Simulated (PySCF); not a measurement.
**Excitation energy of Au²⁺ by level of theory**

Au²⁺ [Xe] 4f14 5d9 (2D) → Au²⁺ [Xe] 4f14 5d8 6s1 (4F), as a difference of total energies. Computed with PySCF 2.14 in def2-TZVPPD with the def2 core potential (60 electrons), with scalar relativity through the core potential. Correlated levels: valence: 5s2 5p6 frozen. The calculations carry no spin-orbit coupling.

```
           method  excitation energy (eV)
              UHF                   3.763
    MP2 (valence)                   4.335
SCS-MP2 (valence)                   4.507
   CCSD (valence)                   4.255
CCSD(T) (valence)                   4.290
```

Question: How much does correlation contribute at CCSD(T) (valence)?

Answer: 4.290 − (3.763) = 0.527 eV, measured against UHF.
